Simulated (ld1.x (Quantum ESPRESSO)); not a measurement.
Which change was made? (Sb, RRKJ)

* Element: antimony (Sb)
* Generator: ld1.x (Quantum ESPRESSO) 7.5
* Type: norm-conserving RRKJ (Kleinman–Bylander form)
* Functional: PBE
* Relativity: scalar-relativistic
* Frozen core: [Kr] 4d10
* Valence charge: 5
* Reference configuration: 5s2 5p3
* Partial waves: 5p (bound): rc 1.95 bohr; 5s (bound): rc 1.55 bohr
* Local potential: the s channel
* Core correction: none

Cutoffs, loose and tight: the cutoffs (Ry, on a coarse ladder) from which the occupation-weighted sum of valence levels, in a spherical-Bessel basis at the reference potential, stays within 10 and 1 mRy of its value at 400 Ry. They do not see the model core or the augmentation charge, which bear on the density cutoff. Test errors are all-electron minus pseudo excitation energies from the reference, over the configurations 5s2 5p2; 5s2 5p1; 5s2 5p0; 5s0 5p5; 5s1 5p0; 5s2 5p2.5; 5s1 5p4; variants that change the core or the reference have their own tests.

The base gives: outcome: generated; cutoff, loose: 45 Ry; cutoff, tight: 90 Ry; bound ghosts: none; largest test error (meV): +209.

After one change the result is: outcome: failed: chargeps: negative rho. Which change was it?
A. all radii scaled by about 1.20 (s 1.86, p 2.34 bohr)
B. type ultrasoft; waves now 5s (bound): rcut 1.35, rcutus 1.55 bohr; 5s channel at -0.55 Ry: rcut 1.35, rcutus 1.55 bohr; 5p (bound): rcut 1.70, rcutus 1.95 bohr; 5p channel at 0.15 Ry: rcut 1.70, rcutus 1.95 bohr; local potential all-electron potential smoothed inside 1.55 bohr (lloc = -2); augmentation PSQ, inside the norm-conserving radii
C. local potential all-electron potential smoothed inside 1.45 bohr (lloc = -1)

B. The others give: all radii scaled by about 1.20 (s 1.86, p 2.34 bohr) → outcome: failed: compute_phi: phi has nodes before r_c | local potential all-electron potential smoothed inside 1.45 bohr (lloc = -1) → outcome: failed: compute_chi: n is too large.
